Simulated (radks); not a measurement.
Species: Mo+. Configuration: [Kr] 4d5 (the NIST ground configuration). All-electron calculation, Dirac Kohn-Sham, PBEsol, spin-unpolarised, spherical densities, finite nucleus; open shells are shared between the two j in proportion to 2j + 1; Fermi nuclear charge, rms radius 4.4091 fm. Program: a radial shooting solver on a logarithmic mesh with Libxc functionals.

Unscreened Slater integrals over Kohn-Sham orbitals (hartree). Large and small components are both included.

F0(4d5/2,4d5/2): 0.48167
F2(4d5/2,4d5/2): 0.23395
F4(4d5/2,4d5/2): 0.15027
F0(4d5/2,4d3/2): 0.48449
F2(4d5/2,4d3/2): 0.23538
G2(4d5/2,4d3/2): 0.23531
G4(4d5/2,4d3/2): 0.15118
F0(4d5/2,4p3/2): 0.56940
F2(4d5/2,4p3/2): 0.26527
G1(4d5/2,4p3/2): 0.32410
G3(4d5/2,4p3/2): 0.19556
F0(4d5/2,4p1/2): 0.57383
G3(4d5/2,4p1/2): 0.19251
F0(4d3/2,4d3/2): 0.48735
F2(4d3/2,4d3/2): 0.23687
F0(4d3/2,4p3/2): 0.57393
F2(4d3/2,4p3/2): 0.26875
G1(4d3/2,4p3/2): 0.32962
G3(4d3/2,4p3/2): 0.19895
F0(4d3/2,4p1/2): 0.57847
G1(4d3/2,4p1/2): 0.32489
F0(4p3/2,4p3/2): 0.72121
F2(4p3/2,4p3/2): 0.37762
F0(4p3/2,4p1/2): 0.73030
G2(4p3/2,4p1/2): 0.38169
F0(4p1/2,4p1/2): 0.73982
